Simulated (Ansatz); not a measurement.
Compare A (`C=CCC[SiH3]`) with its isomer B (`C[SiH2]C1CC1`).

Program: Ansatz. Geometries: PBE0-D4/def2-TZVP. ΔE: electronic, gas phase. CBS: MP2 limit from def2 TZ/QZ plus the TZ coupled-cluster correction, frozen cores. Functionals use def2-TZVPP. B3LYP here is the variant with VWN-RPA as its local correlation; programs differ in this. Each species was taken in one conformer, which may not be the lowest.

A:

Z-matrix (Å, degrees):
```
C
C 1 1.493
C 1 1.533 2 112.7
H 1 1.097 2 109.2 3 -121.2
H 1 1.094 2 109.2 3 122.5
C 2 1.326 1 125.0 3 -119.9
H 2 1.089 1 116.0 3 59.0
Si 3 1.882 1 114.4 2 60.3
H 3 1.095 1 109.7 2 -178.2
H 3 1.096 1 110.2 2 -61.9
H 6 1.084 2 121.7 1 179.2
H 6 1.086 2 121.3 1 -0.8
H 8 1.489 3 110.0 1 47.7
H 8 1.486 3 112.2 1 -73.2
H 8 1.489 3 109.4 1 166.8
```

B:

```xyz
15

C     1.381   -1.612    1.044
Si   -0.305   -0.860    0.741
C    -0.344    0.166   -0.804
C    -1.321    1.307   -0.931
C     0.130    1.599   -0.758
H     1.392   -2.190    1.971
H     1.660   -2.281    0.226
H     2.144   -0.833    1.119
H    -0.674    0.042    1.872
H    -1.326   -1.945    0.670
H    -0.128   -0.357   -1.732
H    -1.984    1.507   -0.097
H    -1.765    1.483   -1.903
H     0.681    1.975   -1.611
H     0.458    1.999    0.195
```

(1) Which isomer does CCSD(T)/CBS put lower? Give the gap. (Estimate.)

(2) Give E(B) − E(A) in kJ/mol with MP2/def2-TZVPP, PBE0-D4, r2SCAN-D4, PBE-D4, B3LYP-D4, ωB97M-V, CCSD(T)/def2-TZVPP. (Best estimate.)

Largest T1 diagnostic: 0.010.

## Answers

(1) The calculation gave: B, by 23.1 kJ/mol.

(2) The calculation gave: MP2/def2-TZVPP -35.9, PBE0-D4 -39.3, r2SCAN-D4 -35.5, PBE-D4 -33.1, B3LYP-D4 -17.0, ωB97M-V -31.3, CCSD(T)/def2-TZVPP -22.4. None reverses the order clearly.

From PBE to PBE0 (25 % exact exchange), in def2-TZVPP and without D4, E(B) − E(A) moves by −6.1 kJ/mol. In def2-TZVPP, CCSD(T) changes the Hartree–Fock value by −10.3 kJ/mol (the triples alone add +0.9 kJ/mol) and MP2 by −23.8 kJ/mol.
